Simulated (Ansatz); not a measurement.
`C=N/C([SiH3])=C\F` + H₂O → `C=N/C(O)=C/F` + SiH₄  (formal hydrolysis of a C–Si bond)

Program: Ansatz. Geometries: PBE0-D4/def2-TZVP. ΔE: electronic, gas phase. CCSD(T)/CBS adds triple-zeta CCSD(T) − MP2 to the extrapolated MP2 energy (def2 sets, frozen cores). This one scheme is used for every species. Double bonds are as drawn, so ΔE can hold a change between cis and trans. Functionals use def2-TZVPP. Each species was taken in one conformer, which may not be the lowest.

`C=N/C([SiH3])=C\F`:

```xyz
12

C     1.153    1.324    1.242
N     0.188    1.236    0.434
C    -0.295   -0.016    0.046
Si   -0.229   -0.428   -1.776
C    -0.911   -0.858    0.874
F    -1.068   -0.604    2.178
H     1.672    0.454    1.656
H     1.495    2.313    1.542
H    -0.833   -1.773   -1.964
H     1.184   -0.447   -2.235
H    -0.974    0.584   -2.566
H    -1.382   -1.784    0.569
```

H₂O:

```xyz
3

O     0.315   -0.198    0.114
H    -0.230    0.387    0.644
H    -0.085   -0.189   -0.758
```

`C=N/C(O)=C/F`:

```xyz
10

C    -1.343    0.255   -0.994
N    -0.134    0.600   -0.858
C     0.667   -0.001    0.104
O     1.935   -0.236   -0.286
C     0.255   -0.243    1.351
F     1.087   -0.730    2.276
H    -1.802   -0.553   -0.414
H    -1.959    0.781   -1.720
H     2.026    0.132   -1.172
H    -0.733   -0.004    1.713
```

SiH₄:

Cartesian coordinates in Å:
```
Si 0.000 0.000 0.000
H -1.459 -0.156 -0.228
H 0.234 0.513 1.373
H 0.555 0.959 -0.988
H 0.669 -1.316 -0.157
```

CCSD(T)/CBS gives +69.6 kJ/mol.

(1) Another level gave +52.3 kJ/mol. Which?
A. SCS-MP2/def2-TZVPP
B. B2PLYP/def2-TZVPP
C. CCSD(T)/def2-TZVPP
D. r2SCAN-D4/def2-TZVPP

Largest T1 diagnostic among the species: 0.014.

Answers

(1) D. r2SCAN-D4 52.3, SCS-MP2/def2-TZVPP 67.2, B2PLYP 57.4, CCSD(T)/def2-TZVPP 63.1 kJ/mol.

From PBE to PBE0 (25 % exact exchange), in def2-TZVPP and without D4, ΔE moves by +4.1 kJ/mol. The D4 term adds +7.6 kJ/mol with B3LYP and +4.3 kJ/mol with PBE0; it sums over pairs of atoms, weighted by their polarisabilities, and B3LYP, whose exchange is more repulsive, gets the larger term. In def2-TZVPP, CCSD(T) changes the Hartree–Fock value by +13.1 kJ/mol (the triples alone add +0.4 kJ/mol) and MP2 by +22.7 kJ/mol.

B3LYP here is the variant with VWN-RPA as its local correlation; programs differ in this.
